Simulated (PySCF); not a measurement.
C₁₀H₉NS, SMILES c1cnc(-c2c(cccc2)C)s1, singlet, GFN2-xTB optimised geometry. Atoms within 1.6 Å of the plane z = 1.0 Å (x, y, z in Å): C1 (-1.76, -2.14, -0.04), C2 (-0.30, -1.86, -0.02), C3 (0.60, -2.92, -0.01), C4 (1.97, -2.72, 0.01), C5 (2.47, -1.43, 0.02), C6 (1.60, -0.36, 0.02), C7 (0.22, -0.55, 0.00), C8 (-0.65, 0.61, 0.00), N9 (-1.94, 0.61, 0.00), C10 (-2.47, 1.85, 0.00), C11 (-1.57, 2.87, 0.00), S12 (0.03, 2.25, 0.00), H13 (-2.24, -1.71, 0.84), H15 (-1.95, -3.21, -0.06), H16 (0.21, -3.93, -0.03), H17 (2.64, -3.56, 0.01), H18 (3.54, -1.25, 0.04), H19 (1.99, 0.65, 0.03), H20 (-3.54, 1.96, 0.00), H21 (-1.74, 3.93, 0.00).

Level of theory: B3LYP/def2-SVP (PySCF).

Map of the electrostatic potential (hartree/e), clipped to [-0.08, 0.12] on the plane z = 1.0 Å:

```
|:::-----------:::::::::::|
|:::------------::::::::::|
|::------==-----::::::::::|
|::------===---:::::::::::|
|:-------====--:::::::::::|
|:-------+*+++-:::::::::::|
|:-------*@#%@*-::::::::::|
|:-----=+*%%@@@+::::::::::|
|:---==*@#*#@@@+-----:::::|
|::---=*%#*#@@%+=-----::::|
|::::::-+#*%@#+====----:::|
|:::::..:**@@#+=++=-----::|
|::::..  .-+##**@#=------:|
|::::..  .:=*@%*@#=------:|
|::::..:++-=+#*++*#+==----|
|::::::+@@#+##===#@#==----|
|::::::+@@%*@#===+*=-----:|
|::::::-+#*+++*+*@*------:|
|:::::::--=--+@**@*-----::|
|::::::::----=+=====----::|
|::::::::----------=----::|
|::::::::::------------:::|
|::::::::::------------:::|
|:::::::::::----------::::|
|:::::::::::::::::::::::::|
```
Scale: ten equal steps from -0.045 (start of ' ') to 0.120 (end of '@'), in the order ' .:-=+*#%@'; x runs from -6.00 to 6.00, y from -6.00 (bottom) to 6.00 (top).
